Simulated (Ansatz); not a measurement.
Total energies of AlH6NOSi (`O[SiH2][NH][AlH2]`).

```xyz
10

O    -1.584    0.767    1.352
Si   -0.949    0.536   -0.153
N     0.173   -0.755   -0.110
Al    1.951   -0.695   -0.247
H    -2.450    1.172    1.403
H    -0.199    1.733   -0.611
H    -2.080    0.265   -1.086
H    -0.236   -1.664    0.070
H     2.638    0.707   -0.487
H     2.736   -2.065   -0.132
```

Charge 0, multiplicity 1. All single points use the PBE0-D4/def2-TZVP geometry. It is one conformer, not always the lowest. Basis def2-TZVPP, Ansatz 0.2.0.

RPA on PBE orbitals: Hartree–Fock energy of these orbitals -663.79238 Eh, correlation -1.11235 Eh (frozen core).

```tsv
functional	energy without D4 (Eh)	D4 term (kJ/mol)
LDA (SPW92)	-662.43722	–
revPBE	-665.51523	-55.5
BLYP	-665.64458	-41.7
r2SCAN	-665.55922	-4.6
B97M-V	-665.52427	–
PBE0	-665.29342	-16.1
r2SCANh	-665.54855	-4.9
HSE06 (plane-wave form)	-665.27409	-15.1
ωB97X-V	-665.55406	–
ωB97M-V	-665.59367	–
```

Task: Give the same for PBE, B3LYP, r2SCAN0, BHLYP, CAM-B3LYP, LC-ωPBE, B2PLYP, PBE-QIDH. (Best estimate.)

Result: Ansatz gave: 
| functional | energy without D4 (Eh) | D4 term (kJ/mol) |
| --- | --- | --- |
| PBE | -665.23267 | -19.1 |
| B3LYP | -665.73426 | -30.9 |
| r2SCAN0 | -665.53349 | -5.4 |
| BHLYP | -665.61960 | -24.6 |
| CAM-B3LYP | -665.64975 | -16.5 |
| LC-ωPBE | -665.43246 | – |
| B2PLYP | -665.35456 | – |
| PBE-QIDH | -665.10942 | – |

B3LYP takes the VWN-RPA correlation (the form of Gaussian; ORCA's B3LYP/G). HSE06 is the plane-wave form, built on full-range PBE exchange. The double hybrids freeze the cores in their second-order part.

LC-ωPBE has ω = 0.4 bohr⁻¹.
